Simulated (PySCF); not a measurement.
(E)-1-chloro-2-fluoroprop-1-ene (C3H4ClF), SMILES C/C(F)=C\Cl.

Geometry: PBE-D3(BJ)/def2-SVP.

The numbers are results of SMD-M06-2X/def2-SVP (PySCF), not measurements.

Solvation free energies are E(SMD) − E(gas) at the gas-phase geometry, for 1 M in both phases. In vacuum the dipole moment is 0.92 D.

Computed solvation free energies in water, dimethylsulfoxide, acetone:
| solvent | ΔG(solv) (kcal/mol) | its non-electrostatic (CDS) part | dipole (D) |
|---|---|---|---|
| water | 0.5 | 3.6 | 1.14 |
| dimethylsulfoxide | -2.1 | 0.9 | 1.13 |
| acetone | -3.4 | -0.5 | 1.12 |
